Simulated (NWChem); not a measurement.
System: Sr

Input file for NWChem:

```
start job
memory heap 200 mb stack 900 mb global 1100 mb
geometry units angstroms noautosym nocenter noautoz
  Sr     0.000000     0.000000     0.000000
end
basis spherical
  * library def2-svpd
end
ecp
  Sr library def2-ecp
end
dft
  xc b3lyp
  iterations 150
end
property
  response 1 0.0
end
task dft property
```

Excerpt of the output:

```
             Northwest Computational Chemistry Package (NWChem) 7.3.0
             --------------------------------------------------------

                             Geometry "geometry" -> ""
                             -------------------------

 Output coordinates in angstroms (scale by  1.889725989 to convert to a.u.)

  No.       Tag          Charge          X              Y              Z
 ---- ---------------- ---------- -------------- -------------- --------------
    1 Sr                  38.0000     0.00000000     0.00000000     0.00000000

 Effective nuclear repulsion energy (a.u.)       0.0000000000

                                 NWChem DFT Module
                                 -----------------

 Summary of "ao basis" -> "ao basis" (spherical)
 ------------------------------------------------------------------------------
       Tag                 Description            Shells   Functions and Types
 ---------------- ------------------------------  ------  ---------------------
 Sr                        def2-svpd                10       26   4s4p2d

            General Information
            -------------------
          SCF calculation type: DFT
          Wavefunction type:  closed shell.
          No. of atoms     :     1
          No. of electrons :    10
           Alpha electrons :     5
            Beta electrons :     5
          Charge           :     0
          Spin multiplicity:     1
          Use of symmetry is: off; symmetry adaption is: off
          Maximum number of iterations: 150
          AO basis - number of functions:    26
                     number of shells:    10
          Convergence on energy requested:  1.00D-06
          Convergence on density requested:  1.00D-05
          Convergence on gradient requested:  5.00D-04

              XC Information
              --------------
                         B3LYP Method XC Potential
                     Hartree-Fock (Exact) Exchange  0.200
                        Slater Exchange Functional  0.800 local
                    Becke 1988 Exchange Functional  0.720 non-local
              Lee-Yang-Parr Correlation Functional  0.810
                  VWN I RPA Correlation Functional  0.190 local

             Grid Information
             ----------------
          Grid used for XC integration:  medium
          Radial quadrature: Mura-Knowles
          Angular quadrature: Lebedev.
          Tag              B.-S. Rad. Rad. Pts. Rad. Cut. Ang. Pts.
          ---              ---------- --------- --------- ---------
          Sr                  2.00      123          13.0       590
          Grid pruning is: on
          Number of quadrature shells:   123
          Spatial weights used:  Erf1

      Superposition of Atomic Density Guess
      -------------------------------------

 Sum of atomic energies:         -34.88050690

      Non-variational initial energy
      ------------------------------

 Total energy =     -30.338783
 1-e energy   =     -49.790595
 2-e energy   =      19.451812
 HOMO         =      -0.180973
 LUMO         =       0.016487

   convergence    iter        energy       DeltaE   RMS-Dens  Diis-err
 ---------------- ----- ----------------- --------- --------- ---------
 d= 0,ls=0.0,diis     1    -30.6910436217 -3.07D+01  2.87D-02  7.58D-03
 d= 0,ls=0.0,diis     2    -30.6933054092 -2.26D-03  1.97D-03  1.89D-04
 d= 0,ls=0.0,diis     3    -30.6933490934 -4.37D-05  4.40D-04  7.30D-06
 d= 0,ls=0.0,diis     4    -30.6933507675 -1.67D-06  4.92D-06  2.26D-09
 d= 0,ls=0.0,diis     5    -30.6933507681 -5.37D-10  3.38D-07  2.75D-12

         Total DFT energy =      -30.693350768058
      One electron energy =      -49.964811104982
           Coulomb energy =       23.505917605387
    Exchange-Corr. energy =       -4.234457268462
 Nuclear repulsion energy =        0.000000000000

 Numeric. integr. density =       10.000000000018

                       DFT Final Molecular Orbital Analysis
                       ------------------------------------

 Vector    3  Occ=2.000000D+00  E=-9.054913D-01
              MO Center= -7.4D-16,  1.8D-15, -2.6D-15, r^2= 8.0D-01
   Bfn.  Coefficient  Atom+Function         Bfn.  Coefficient  Atom+Function
  ----- ------------  ---------------      ----- ------------  ---------------
     7      0.910943  1 Sr pz                 6     -0.297272  1 Sr py
     5     -0.174580  1 Sr px                10      0.042601  1 Sr pz

 Vector    4  Occ=2.000000D+00  E=-9.054913D-01
              MO Center= -6.7D-16, -2.6D-16,  2.6D-16, r^2= 8.0D-01
   Bfn.  Coefficient  Atom+Function         Bfn.  Coefficient  Atom+Function
  ----- ------------  ---------------      ----- ------------  ---------------
     5      0.859002  1 Sr px                 6     -0.458867  1 Sr py
     8      0.040172  1 Sr px

 Vector    5  Occ=2.000000D+00  E=-1.441926D-01
              MO Center= -3.0D-16,  6.3D-16,  3.8D-15, r^2= 6.0D+00
   Bfn.  Coefficient  Atom+Function         Bfn.  Coefficient  Atom+Function
  ----- ------------  ---------------      ----- ------------  ---------------
     3      0.747636  1 Sr s                  2     -0.491459  1 Sr s
     4      0.459713  1 Sr s                  1     -0.130378  1 Sr s

 Vector    6  Occ=0.000000D+00  E=-3.322047D-02
              MO Center=  2.3D-14,  2.3D-14, -3.6D-14, r^2= 1.3D+01
   Bfn.  Coefficient  Atom+Function         Bfn.  Coefficient  Atom+Function
  ----- ------------  ---------------      ----- ------------  ---------------
    13     -0.412863  1 Sr pz                12      0.387989  1 Sr py
    16     -0.266263  1 Sr pz                15      0.250221  1 Sr py
     7      0.198572  1 Sr pz                 6     -0.186609  1 Sr py
    10     -0.126733  1 Sr pz                 9      0.119097  1 Sr py
    11      0.104622  1 Sr px                14      0.067473  1 Sr px

 Vector    7  Occ=0.000000D+00  E=-3.322047D-02
              MO Center=  1.9D-14,  5.8D-15, -3.3D-15, r^2= 1.3D+01
   Bfn.  Coefficient  Atom+Function         Bfn.  Coefficient  Atom+Function
  ----- ------------  ---------------      ----- ------------  ---------------
    13      0.359752  1 Sr pz                11      0.344091  1 Sr px
    12      0.290030  1 Sr py                16      0.232011  1 Sr pz
    14      0.221911  1 Sr px                15      0.187046  1 Sr py
     7     -0.173028  1 Sr pz                 5     -0.165495  1 Sr px
     6     -0.139494  1 Sr py                10      0.110430  1 Sr pz

 Vector    8  Occ=0.000000D+00  E=-3.322047D-02
              MO Center=  4.4D-14,  4.7D-14,  3.8D-17, r^2= 1.3D+01
   Bfn.  Coefficient  Atom+Function         Bfn.  Coefficient  Atom+Function
  ----- ------------  ---------------      ----- ------------  ---------------
    11      0.450103  1 Sr px                12     -0.311904  1 Sr py
    14      0.290280  1 Sr px                 5     -0.216483  1 Sr px
    15     -0.201153  1 Sr py                13     -0.179053  1 Sr pz
     6      0.150015  1 Sr py                 8      0.138164  1 Sr px
    16     -0.115475  1 Sr pz                 9     -0.095742  1 Sr py

 *** CALLING NEW AORESP DRIVER FOR CLOSED AND OPEN SHELLS ***
 Entering AOResponse driver routine

--------------------------------------------------------------------------------

          -----------------------------------------------
          Solving response equations for perturbing field
          -----------------------------------------------

 number of frequencies:     1
 frequency in a.u.:  0.0000000E+00
 Perturbing field: electric
 Using El. Dipole Length Gauge

 Setting up CPKS with frequency omega =      0.00000000 a.u.

 STATIC response

                                NWChem CPHF Module
                                ------------------

  scftype          =     RHF
  nclosed          =        5
  nopen            =        0
  variables        =      105
  # of vectors     =        3
  tolerance        = 0.10D-03
  level shift      = 0.00D+00
  max iterations   =       50
  max subspace     =       30

 SCF residual:    3.2801484236115006E-008

Iterative solution of linear equations
  No. of variables      105
  No. of equations        3
  Maximum subspace       30
        Iterations       50
       Convergence  1.0D-04

   iter   nsub   residual    time
   ----  ------  --------  ---------
     1      3    5.93D+00       1.0
     2      6    1.99D+00       1.3
     3      9    1.82D-01       1.6
     4     12    1.18D-03       1.8
     5     15    3.28D-05       2.1

 Electric Dipole Response Matrix (nonzero elements):

              1        2        3
    1  183.4752  -0.0000  -0.0000
    2   -0.0000 183.4752  -0.0000
    3   -0.0000   0.0000 183.4752

 ------------------------------------------
 average:       183.47521 + I       0.00000

 DFT Linear Response polarizability / au
 Frequency  =       0.0000000 / au
              X              Y              Z
 -----------------------------------------------
 X     183.4752092     -0.0000000     -0.0000000
 Y      -0.0000000    183.4752092     -0.0000000
 Z      -0.0000000      0.0000000    183.4752092
 -----------------------------------------------
 Eigenvalues =     183.4752092    183.4752092    183.4752092
 Isotropic   =     183.4752092
 Anisotropic =       0.0000000
 -----------------------------------------------

 Magnetic Dipole Response Matrix (nonzero elements):

 Exiting AOResponse driver routine
```

Level: B3LYP/def2-SVPD with def2 effective core potentials on Sr. def2 effective core potentials on Sr; no spin-orbit coupling.
